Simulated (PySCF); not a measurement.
Dipole moment and polarisability of `[H]/N=C(\C)CC(=O)C(F)(F)F`

Species: C₅H₆F₃NO.
Geometry (GFN2-xTB, Å), atoms numbered from 1 in this order:
```xyz
16
C5H6F3NO angstrom
C     -1.8013   -0.3717    0.8088
C     -1.0141    0.2624   -0.2959
N     -1.1112    1.4226   -0.7555
C      0.0338   -0.6432   -0.9362
C      1.1879   -0.7743    0.0050
O      1.4294   -1.7147    0.7049
C      2.0747    0.5054    0.0983
F      1.4877    1.4185    0.8878
F      3.2704    0.2376    0.6249
F      2.2814    1.0793   -1.0913
H     -2.4880   -1.1055    0.3875
H     -1.1394   -0.8921    1.4984
H     -2.3783    0.3726    1.3533
H     -1.8068    2.0230   -0.3226
H      0.3552   -0.1780   -1.8684
H     -0.3888   -1.6330   -1.1105
```

Level: PBE0/def2-SVPD (PySCF), static field, nuclei fixed, core orbitals frozen in the response. The polarisability tensor in these axes (au):

```
x   75.22 -4.87  0.12
y   -4.87 76.58 -7.06
z    0.12 -7.06 63.74
```

Task: What are the eigenvalues, a third of the trace, and Δα (Δα² = ½Σ(αi − αj)² over the three pairs)?

Result: Principal values 60.37, 72.64 and 82.54 au; mean 71.85 au = 10.65 Å³ = 11.85 × 10⁻⁴⁰ C²·m²/J; Δα = 19.23 au (27 % of the mean).

Task: What is the dipole moment, and where does it point?

Result: (-3.30, -0.70, -0.23) D, 3.39 D in size, pointing from the negative to the positive side. Measured along this direction, the outermost atoms are F9 at the negative end and H11 at the positive end.

Task: Estimate the molar refractivity from the static electronic polarisability.

Result: Lorentz–Lorenz: R = (4π/3)N_A α = 2.5225 cm³/(mol·Å³) × 10.65 Å³ = 26.9 cm³/mol, in the limit of long wavelengths.

Task: Find the Langevin capture rate constant for NH4+ (18.034 u) meeting this molecule (153.040 u), k = 2.342 × 10⁻⁹ cm³/s × √(α in Å³ / reduced mass in u).

Result: The reduced mass is 16.13 u, so k = 1.90 × 10⁻⁹ cm³/s. The formula leaves out the permanent dipole, which adds to the capture rate.

Task: Rayleigh depolarisation ratio (linearly polarised light, static tensor)?

Result: ρ = 3Δα²/(45ᾱ² + 4Δα²) = 1109.8/(232297 + 1479.8) = 0.00475.

Geometry: GFN2-xTB, one conformer, isolated molecule.
